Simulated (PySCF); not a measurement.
## EPR parameters of C7H11O

C7H11O (doublet state).
Z-matrix (Å and degrees, GFN2-xTB geometry), rows numbered from 1:
```
C 
C   1  1.4748
O   2  1.4027  1  123.95
C   3  1.4416  2   90.93  1   157.33
C   4  1.5152  3  113.06  2   117.08
C   2  1.4621  1  135.16  3   142.45
C   6  1.5046  2  130.45  1    68.64
C   7  1.4989  6   60.31  2  -119.85
H   1  1.0884  2  109.51  3   167.17
H   1  1.0888  2  109.67  3    47.07
H   1  1.0982  2  112.36  3   -72.59
H   4  1.0960  3  109.54  2  -118.47
H   5  1.0873  4  109.82  3   -56.77
H   5  1.0870  4  109.83  3  -177.12
H   5  1.0869  4  109.79  3    62.85
H   7  1.0794  6  117.61  8   108.44
H   7  1.0791  6  117.94  8  -108.41
H   8  1.0798  6  117.53  7   108.34
H   8  1.0792  6  117.78  7  -108.63
```

The species is `C[C]1O[C@H](C)C12CC2` [radical].

Computed with UKS B3LYP, pcH-1 on C H O, non-relativistic, mean-field spin-orbit, GIAO (PySCF). Geometry: GFN2-xTB; no solvent, vibrations or thermal averaging. Couplings are sensitive to structure, and on GFN2-xTB geometries they can be far from those on DFT ones. The SCF solution wasn't tested for stability.

```json
{"g1, g2, g3": "2.00209, 2.00348, 2.00454", "g_iso": "2.00337", "Form of g": "rhombic: the two nearest values differ by 43 % of g3 − g1", "⟨S²⟩": "0.7542 (exact 0.7500)", "α and β electrons": "31, 30", "HOMO–LUMO gap, α and β orbitals": "5.05, 7.38 eV"}
```

Isotropic coupling and dipolar principal values T1 to T3, in MHz; ρ(0) is the spin density at the nucleus:

```json
{"atom": "C1", "isotope": "13C", "a_iso": "-10.7", "T1": "-2.1", "T2": "-1.6", "T3": "3.7", "Mulliken spin population": "-0.07", "ρ(0) (bohr⁻³)": "-0.0095"}
{"atom": "C2", "isotope": "13C", "a_iso": "149.6", "T1": "-74.0", "T2": "-72.9", "T3": "146.9", "Mulliken spin population": "0.80", "ρ(0) (bohr⁻³)": "0.1331"}
{"atom": "O3", "isotope": "17O", "a_iso": "-23.8", "T1": "-62.5", "T2": "29.7", "T3": "32.8", "Mulliken spin population": "0.12", "ρ(0) (bohr⁻³)": "0.0393"}
{"atom": "C4", "isotope": "13C", "a_iso": "-0.6", "T1": "-1.4", "T2": "-1.3", "T3": "2.8", "Mulliken spin population": "-0.01", "ρ(0) (bohr⁻³)": "-0.0005"}
{"atom": "C5", "isotope": "13C", "a_iso": "-1.2", "T1": "-0.5", "T2": "-0.3", "T3": "0.8", "Mulliken spin population": "0.00", "ρ(0) (bohr⁻³)": "-0.0011"}
{"atom": "C6", "isotope": "13C", "a_iso": "-27.3", "T1": "-4.6", "T2": "-0.7", "T3": "5.4", "Mulliken spin population": "-0.06", "ρ(0) (bohr⁻³)": "-0.0243"}
{"atom": "C7", "isotope": "13C", "a_iso": "37.2", "T1": "-6.4", "T2": "-6.2", "T3": "12.6", "Mulliken spin population": "0.05", "ρ(0) (bohr⁻³)": "0.0330"}
{"atom": "C8", "isotope": "13C", "a_iso": "39.0", "T1": "-6.6", "T2": "-6.6", "T3": "13.2", "Mulliken spin population": "0.06", "ρ(0) (bohr⁻³)": "0.0347"}
{"atom": "H9", "isotope": "1H", "a_iso": "18.9", "T1": "-5.4", "T2": "-4.3", "T3": "9.7", "Mulliken spin population": "0.01", "ρ(0) (bohr⁻³)": "0.0042"}
{"atom": "H10", "isotope": "1H", "a_iso": "35.5", "T1": "-5.2", "T2": "-4.4", "T3": "9.6", "Mulliken spin population": "0.01", "ρ(0) (bohr⁻³)": "0.0080"}
{"atom": "H11", "isotope": "1H", "a_iso": "127.7", "T1": "-4.2", "T2": "-3.0", "T3": "7.2", "Mulliken spin population": "0.07", "ρ(0) (bohr⁻³)": "0.0286"}
{"atom": "H12", "isotope": "1H", "a_iso": "7.1", "T1": "-3.2", "T2": "-2.4", "T3": "5.6", "Mulliken spin population": "0.00", "ρ(0) (bohr⁻³)": "0.0016"}
{"atom": "H13", "isotope": "1H", "a_iso": "0.1", "T1": "-2.6", "T2": "-2.1", "T3": "4.7", "Mulliken spin population": "0.00", "ρ(0) (bohr⁻³)": "0.0000"}
{"atom": "H14", "isotope": "1H", "a_iso": "-0.8", "T1": "-1.2", "T2": "-1.0", "T3": "2.3", "Mulliken spin population": "0.00", "ρ(0) (bohr⁻³)": "-0.0002"}
{"atom": "H15", "isotope": "1H", "a_iso": "0.2", "T1": "-1.5", "T2": "-1.4", "T3": "2.9", "Mulliken spin population": "0.00", "ρ(0) (bohr⁻³)": "0.0000"}
{"atom": "H16", "isotope": "1H", "a_iso": "-3.4", "T1": "-4.6", "T2": "-1.1", "T3": "5.7", "Mulliken spin population": "0.00", "ρ(0) (bohr⁻³)": "-0.0008"}
{"atom": "H17", "isotope": "1H", "a_iso": "-0.7", "T1": "-3.6", "T2": "-1.6", "T3": "5.2", "Mulliken spin population": "0.00", "ρ(0) (bohr⁻³)": "-0.0002"}
{"atom": "H18", "isotope": "1H", "a_iso": "4.9", "T1": "-3.9", "T2": "-1.1", "T3": "5.1", "Mulliken spin population": "0.00", "ρ(0) (bohr⁻³)": "0.0011"}
{"atom": "H19", "isotope": "1H", "a_iso": "-5.2", "T1": "-4.2", "T2": "-0.9", "T3": "5.1", "Mulliken spin population": "0.00", "ρ(0) (bohr⁻³)": "-0.0012"}
```

Largest spin populations (Mulliken): C2 (+0.80), O3 (+0.12), H11 (+0.07) and C1 (-0.07). No atom but C2 exceeds +0.15. The positive populations add up to 1.14 and the negative ones to -0.14, together 2S = 1. The angles at C2 add up to 353.0°, so it is slightly pyramidal.

Under fast tumbling the dipolar parts average out, and these isotropic splittings remain: 3 × 1H (H9/H10/H11, I = 1/2, 4 lines) with 2.16 mT, 1 × 1H (H12, I = 1/2, 2 lines) with 0.25 mT, 1 × 1H (H19, I = 1/2, 2 lines) with 0.19 mT, 1 × 1H (H18, I = 1/2, 2 lines) with 0.18 mT and 1 × 1H (H16, I = 1/2, 2 lines) with 0.12 mT.

Nuclei that the bonding pattern makes equivalent are averaged, as if the motion that swaps them (rotation, inversion, ring flip) were fast. The three 1H nuclei of mean +60.7 MHz run from 18.9 to 127.7 MHz in the frozen geometry.

The 13C coupling of C2 (149.6 MHz) shows only in satellite lines or after enrichment, since that isotope makes up about 1.07 % of natural carbon.

The 17O coupling of O3 (-23.8 MHz) shows only in satellite lines or after enrichment, since that isotope makes up about 0.038 % of natural oxygen.

Examples of negative spin density at the nucleus (bohr⁻³): C6 (-0.0243), C1 (-0.0095) and H19 (-0.0012).
